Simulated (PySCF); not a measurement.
C4H6BF, SMILES C(=C)B(F)C=C (PBE0/def2-SVP optimised geometry):

```
12

B     -0.731     1.045     0.000
F     -1.339     2.238     0.000
C      0.826     1.045     0.000
C      1.576     0.045     0.488
H      1.342     1.948    -0.353
H      2.670     0.096     0.525
H      1.120    -0.865     0.894
C     -1.651    -0.212    -0.001
C     -1.310    -1.390    -0.545
H     -2.670    -0.105     0.396
H     -2.002    -2.238    -0.588
H     -0.325    -1.547    -0.997
```

Level of theory: PBE0/def2-TZVP (PySCF 2.14.0).

What are the frontier orbital energies and the dipole moment?

HOMO-2 -8.67 eV, HOMO-1 -8.44 eV, HOMO -8.07 eV, LUMO -1.69 eV, LUMO+1 -0.35 eV; dipole moment 1.92 D.

On the same geometry PySCF with PBE/def2-TZVP gives HOMO-2 -7.30 eV, HOMO-1 -7.18 eV, HOMO -6.98 eV, LUMO -2.64 eV, LUMO+1 -1.39 eV; dipole moment 1.77 D.

Meta-Löwdin charges at PBE0/def2-TZVP: B1 0.40, F2 -0.30, C3 -0.23, C4 -0.19, H5 0.13, H6 0.12, H7 0.12, C8 -0.23, C9 -0.20, H10 0.13, H11 0.12, H12 0.12.
